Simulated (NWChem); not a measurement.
Species: C4H3N; SMILES C=C=CC#N

```xyz
8

C      0.4591    -2.2163     0.0000
C     -0.1374    -1.0592     0.0000
C     -0.7522     0.1070     0.0000
C     -0.0541     1.3529     0.0000
N      0.4878     2.3781     0.0000
H      0.7200    -2.7172     0.9386
H      0.7200    -2.7172    -0.9386
H     -1.8487     0.1507     0.0000
```
Atoms are numbered in this order, from 1.

Results from NWChem. The geometry was optimised at PBE0/def2-SVP. Level: PBE/def2-SVP with COSMO at NWChem's default radii, gas-phase geometry; the question gives the dielectric constant.

Question: Predict the results for dielectric constant 78.4. Quantities: electrostatic solvation energy (kcal/mol); dipole in solution (D).

Answer: 
```json
{
 "electrostatic solvation energy (kcal/mol)": "-5.9",
 "dipole in solution (D)": "5.45"
}
```
